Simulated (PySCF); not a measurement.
From one molecule to another.

First species: C5H11P.
SMILES: `C=P[C@H](C)CC`

Second species: C5H5NO.
Geometry (GFN2-xTB, Å), atoms numbered from 1 in this order:
```
atom  x, y, z in Å
C1     2.372    0.093    0.181
N2     1.329    0.710    0.515
C3     0.068    0.210    0.285
C4    -1.087    1.012    0.042
C5    -2.126    0.145   -0.053
O6    -1.715   -1.122    0.134
C7    -0.387   -1.086    0.323
H8     3.324    0.534    0.437
H9     2.391   -0.856   -0.363
H10   -1.106    2.076   -0.062
H11   -3.171    0.297   -0.237
H12    0.108   -2.013    0.537
```

Levels: CAM-B3LYP/def2-SVPD for dipole moment, HOMO energy, LUMO energy, HOMO–LUMO gap, static isotropic polarisability and electronic spatial extent ⟨r²⟩ about the centre of nuclear charge; TDDFT CAM-B3LYP/def2-SVPD for lowest singlet excitation; TDA CAM-B3LYP/def2-SVPD for lowest triplet excitation (Tamm–Dancoff); GFN2-xTB for rotational constant A and rotational constant C. Geometries: GFN2-xTB. Each structure is a single optimised conformer of the isolated species, non-relativistic unless stated. Electronic properties by PySCF.

The conformers computed, where there is a choice (atom-mapped SMILES and torsion angles):
- `[CH2:1]=[P:2][C@H:3]([CH3:4])[CH2:5][CH3:6]`: C1–P2–C3–C4 -88°, P2–C3–C5–C6 -66°
- `[CH2:1]=[N:2][c:3]1[cH:4][cH:5][o:6][cH:7]1`: C1–N2–C3–C4 -149°

Q: Which of the two has the higher HOMO–LUMO gap, and by how much?

A: The first: 8.24 eV against 7.84 eV, a difference of 0.40 eV.

Q: Which of the two has the higher dipole moment, and by how much?

A: The first: 1.27 D against 1.17 D, a difference of 0.10 D.

Q: Which of the two has the higher T1 energy, and by how much?

A: The second: 3.28 eV against 2.89 eV, a difference of 0.39 eV.

Q: Which has the higher LUMO energy?

A: The second: 0.02 eV against -0.33 eV, a difference of 0.35 eV.

Q: Which has the higher HOMO energy?

A: The second: -7.82 eV against -8.57 eV, a difference of 0.75 eV.

Q: Which of the two has the higher rotational constant C, and by how much?

A: The second: 1.694 GHz against 1.546 GHz, a difference of 0.148 GHz.

Q: Which of the two has the higher static isotropic polarisability, and by how much?

A: The first: 87.3 au against 67.8 au, a difference of 19.5 au.

Q: Which has the higher rotational constant A?

A: The second: 8.274 GHz against 3.675 GHz, a difference of 4.599 GHz.

On the first: The vertical singlet–triplet gap S1 − T1 is 1.61 eV (TDDFT singlet less Tamm–Dancoff triplet; S1: HOMO−1→LUMO, weight 0.74; T1: HOMO→LUMO, weight 0.75). The principal polarisabilities are 75.7, 82.4 and 103.7 au; their mean is the isotropic value.

On the second: The principal polarisabilities are 43.2, 65.6 and 94.7 au; their mean is the isotropic value. S1 lies 3.46 eV below the HOMO–LUMO gap; its leading configuration is HOMO→LUMO, weight 0.51, beside HOMO−1→LUMO, weight 0.31.
